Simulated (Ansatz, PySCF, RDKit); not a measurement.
Complex: N2 (SMILES N#N) (first 2 atoms) with C2H3N (SMILES CC#N); geometry from B3LYP-D3(BJ)/def2-TZVP, rigid monomers moved along the line of their centres of mass till N1···C4 is 3.80 Å.
(charge 0, multiplicity 1):
```xyz
8

N     -0.1495     0.1253    -0.2156
N      0.2196    -0.6151    -0.9260
C     -0.0282     1.3066     3.6789
C      0.7837     0.1195     3.4667
N      1.4234    -0.8189     3.2900
H      0.5922     2.1268     4.0408
H     -0.4972     1.6047     2.7412
H     -0.8062     1.1035     4.4152
```

Interaction energies are E(AB) − E(A) − E(B) at the monomers' geometry in the complex; basis-set methods are counterpoise corrected. RDKit's UFF carries no charges.

The values were computed with Ansatz (an electronic-structure program); PySCF for the dispersion terms; RDKit for the force fields. Values without a source in brackets are computed.

### Question
Give the interaction energy at the level PBE-D4/def2-TZVPPD.

### Answer
-44 meV

### Question
Estimate the interaction energy that wB97X-V/def2-TZVPPD returns for this input.

### Answer
-40 meV

### Question
What interaction energy does UFF give?

### Answer
-19 meV
